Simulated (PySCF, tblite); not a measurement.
Isomers of C6H7ClO, one GFN2-xTB conformer each. Single-point energies are computed at PBE0/pcSseg-1 (PySCF, gas phase, no added dispersion term), electronic only.

```
                   SMILES  GFN2-xTB relative energy (kcal/mol)
       C=C/C(=C/C)C(=O)Cl                                  3.1
C=C[C@@H]1C[C@@H]1C(=O)Cl                                  0.0
```

Conformers: `[CH2:1]=[CH:2]/[C:3](=[CH:4]/[CH3:5])[C:6](=[O:7])[Cl:8]` with C1–C2–C3–C4 -165°, C2–C3–C6–O7 -124°; `[CH2:1]=[CH:2][C@@H:3]1[CH2:4][C@@H:5]1[C:6](=[O:7])[Cl:8]` with C1–C2–C3–C4 -150°, C4–C5–C6–O7 -23°.

What does PBE0/pcSseg-1 give for the same structures?

```tsv
SMILES	PBE0/pcSseg-1 E (Eh)	PBE0/pcSseg-1 (kcal/mol)	GFN2-xTB (kcal/mol)	point group
C=C/C(=C/C)C(=O)Cl	-767.67025	0.0	3.1	C1
C=C[C@@H]1C[C@@H]1C(=O)Cl	-767.66904	0.8	0.0	C1
```

GFN2-xTB puts C=C[C@@H]1C[C@@H]1C(=O)Cl lowest instead. As drawn, the higher has a three-membered ring, which the lower lacks. Neighbours under 2.5 kcal/mol apart (C=C/C(=C/C)C(=O)Cl and C=C[C@@H]1C[C@@H]1C(=O)Cl) can change places with a better method, another conformer or zero-point energy.

Which frontier levels, dipoles and rotational constants go with these structures?

| SMILES | HOMO (eV, PBE0/pcSseg-1) | LUMO (eV) | dipole (D) | A, B, C (MHz) |
| --- | --- | --- | --- | --- |
| C=C/C(=C/C)C(=O)Cl | -7.16 | -1.67 | 3.16 | 2032, 1508, 1061 |
| C=C[C@@H]1C[C@@H]1C(=O)Cl | -7.52 | -1.17 | 3.38 | 3037, 1004, 926.0 |

What happens when harmonic zero-point energies from GFN2-xTB frequencies are added?

```csv
SMILES,ZPE (kcal/mol),electronic (kcal/mol),with ZPE (kcal/mol)
C=C/C(=C/C)C(=O)Cl,69.5,0.0,0.0
C=C[C@@H]1C[C@@H]1C(=O)Cl,70.7,0.8,1.9
```

The zero-point energies span 1.2 kcal/mol. The order is unchanged.

As an exercise, what shares would exp(−E/RT) give at 2000 K from these electronic energies alone (no entropy, no degeneracies)?

RT = 3.974 kcal/mol: C=C/C(=C/C)C(=O)Cl 54.7 %, C=C[C@@H]1C[C@@H]1C(=O)Cl 45.3 %.
